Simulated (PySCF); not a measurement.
Computed structure and properties of [Lu(NH3)3]3+

System: [Lu(NH3)3]3+ (singlet in the valence; each metal's 4f electrons, 14 of them, lie in its core potential, out of spins and levels); start: template (C3h). Method: PySCF 2.14.0, RKS BP86, Lu lcecp-1-SVP with ECP60, N def2-SVP, H def2-SVP; non-relativistic Hamiltonian with scalar-relativistic core potentials where named; density fitting; no spin-orbit coupling.

Input of the relaxation:

```python
mol = gto.M(atom='''
Lu     0.00000     0.00000     0.00000
N      2.44498    -0.00000     0.00000
H      2.84298    -0.46958     0.81330
H      2.84298    -0.46958    -0.81330
H      2.84298     0.93919     0.00000
N     -1.22249     2.11742     0.00000
H     -1.01482     2.69688     0.81330
H     -1.01482     2.69688    -0.81330
H     -2.23485     1.99250     0.00000
N     -1.22249    -2.11742     0.00000
H     -1.82816    -2.22730     0.81330
H     -1.82816    -2.22730    -0.81330
H     -0.60813    -2.93168     0.00000''',
    basis={'Lu': 'lcecp-1-SVP', 'N': 'def2-SVP', 'H': 'def2-SVP'},
    ecp={'Lu': 'lcecp-1-SVP'},
    charge=3, spin=0)
mf = dft.RKS(mol, xc='B88,P86')
mf.grids.atom_grid = (50, 194)  # f atoms: unpruned, at least (60, 302)
mf = mf.density_fit()  # fitting sets: Lu AutoAux, N def2-universal-JKFIT, H def2-universal-JKFIT
mf.conv_tol = 1e-08; mf.max_cycle = 55
mf.kernel(dm0)  # dm0: converged density of the start geometry
# quasi-Newton relaxation in Cartesian coordinates to a largest gradient under 0.00045 Eh/bohr, steps kept in the point group
```

Run from Python with OMP_NUM_THREADS=2; the lines above give its settings. Where DIIS fails, smearing, a level shift and second-order steps follow.
It took 37 s on 2 threads of Arm Neoverse V2 (shared host), from the converged density of the start.

Course of the relaxation:

```tsv
step	energy above end (eV)	largest force component within the symmetry (eV/Å)
0	0.2544	2.270
1	0.0582	0.832
2	0.0149	0.126
3	0.0054	0.095
4	0.0012	0.069
5	0.0002	0.019
6	0.0000	0.007
7	0.0000	0.001
```

Relaxed geometry (C3h):

```xyz
13

Lu    0.0000    0.0000    0.0000
N     2.3500    0.0011    0.0000
H     2.8064   -0.4727    0.8170
H     2.8064   -0.4727   -0.8170
H     2.8069    0.9446    0.0000
N    -1.1760    2.0347    0.0000
H    -0.9939    2.6668    0.8170
H    -0.9939    2.6668   -0.8170
H    -2.2215    1.9585    0.0000
N    -1.1741   -2.0358    0.0000
H    -1.8126   -2.1941    0.8170
H    -1.8126   -2.1941   -0.8170
H    -0.5854   -2.9031    0.0000
```

```
      contact      Å
 Lu1–N2 (NH3)  2.350
 Lu1–N6 (NH3)  2.350
Lu1–N10 (NH3)  2.350
```

On the finer grid (75, 302):

The HOMO is -23.30 eV. The LUMO is -17.56 eV. The dipole about the centre of mass is 0.00 D. The set of Mulliken populations of Lu1 outside the core potential is s 2.34, p 6.19, d 0.79, f 0.03 and the D3(BJ) dispersion energy (not in the energies) is -0.361 eV.

```tsv
atom	Mulliken (e)	Löwdin (e)	spin (e)
Lu1	1.65	1.39	0.00
N2	-0.34	0.00	0.00
H3	0.26	0.18	0.00
H4	0.26	0.18	0.00
H5	0.26	0.18	0.00
N6	-0.34	0.00	0.00
H7	0.26	0.18	0.00
H8	0.26	0.18	0.00
H9	0.26	0.18	0.00
N10	-0.34	0.00	0.00
H11	0.26	0.18	0.00
H12	0.26	0.18	0.00
H13	0.26	0.18	0.00
```

The 4f levels lie in the core potential and are missing.

On the grid (50, 194), as all that follows. Harmonic modes: 4 unstable but soft, so probably a saddle point, though modes this soft are near the noise (counted below −25 cm⁻¹); lowest -46 cm⁻¹ (negative: unstable), highest 3278 cm⁻¹, zero-point energy 2.977 eV.

Taking off one NH3 (charge 0, singlet; the rest: singlet) in vacuum, both parts rigid, costs 4.31 eV; the small basis without counterpoise inflates it. Parting with an electron moved from the ligand to the metal can be far cheaper, even downhill.

Rigid scan of NH3 along the line from its metal:

```tsv
distance to N2 (Å)	energy (eV)
2.05	0.534
2.15	0.205
2.25	0.044
2.35	0.000
2.45	0.034
2.55	0.120
2.75	0.380
```

One start shape was tried, so this needn't be the lowest isomer.

An lcecp potential fixes the number of 4f electrons, so in runs with it no electron can move into or out of that shell.
